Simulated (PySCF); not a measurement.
# [Bi3]3+ at several levels of theory

Computed with PySCF 2.14.0 (density fitting, no spin-orbit coupling) at the geometry relaxed with PBE0:

```xyz
3
[Bi3]3+ (triplet)
Bi    1.6768   -0.0001    0.0000
Bi   -0.8383    1.7757    0.0000
Bi   -0.8385   -1.7756    0.0000
```

```json
{"level": "PBE0", "basis": "Bi def2-SVP with ECP60", "state": "triplet", "HOMO (eV)": "-21.06", "gap (eV)": "2.02", "charge on Bi1 (e)": "0.88", "dipole about the centre of mass (D)": "1.06", "largest force component (eV/Å)": "0.02"}
{"level": "M06-L", "basis": "the same", "state": "triplet", "HOMO (eV)": "-19.96", "gap (eV)": "0.35", "charge on Bi1 (e)": "0.88", "dipole about the centre of mass (D)": "1.09", "largest force component (eV/Å)": "0.52"}
{"level": "TPSS", "basis": "the same", "state": "triplet", "HOMO (eV)": "-20.29", "gap (eV)": "0.53", "charge on Bi1 (e)": "0.89", "dipole about the centre of mass (D)": "1.03", "largest force component (eV/Å)": "0.33"}
{"level": "PBE", "basis": "the same", "state": "triplet", "HOMO (eV)": "-20.29", "gap (eV)": "0.40", "charge on Bi1 (e)": "0.89", "dipole about the centre of mass (D)": "1.02", "largest force component (eV/Å)": "0.41"}
{"level": "PBE0", "basis": "Bi def2-TZVP with ECP60", "state": "triplet", "HOMO (eV)": "-20.97", "gap (eV)": "2.01", "charge on Bi1 (e)": "0.88", "dipole about the centre of mass (D)": "1.05", "largest force component (eV/Å)": "0.09"}
{"level": "PBE0", "basis": "Bi x2c-SVPall", "state": "triplet", "HOMO (eV)": "-21.14", "gap (eV)": "2.03", "charge on Bi1 (e)": "0.88", "dipole about the centre of mass (D)": "1.09", "largest force component (eV/Å)": "0.87"}
```

HOMO and gap are taken over both spins. Charges are Mulliken's, which hang on the basis. The relaxation used the grid (50, 194), these runs (75, 302) or, all-electron (x2c bases, spin-free X2C Hamiltonian), (99, 590).

Task: What does BLYP with Bi def2-SVP with ECP60 give here?

Result: state triplet, HOMO (eV) -20.08, gap (eV) 0.19, charge on Bi1 (e) 0.89, dipole about the centre of mass (D) 1.00, largest force component (eV/Å) 0.77. Time: 6.7 s on 2 threads of Arm Neoverse V1, with other jobs on the host, from an already converged density.

Open shells may have lower solutions than the one found.

A gap near or under zero over both spins lies within a partly filled shell and is no excitation energy.
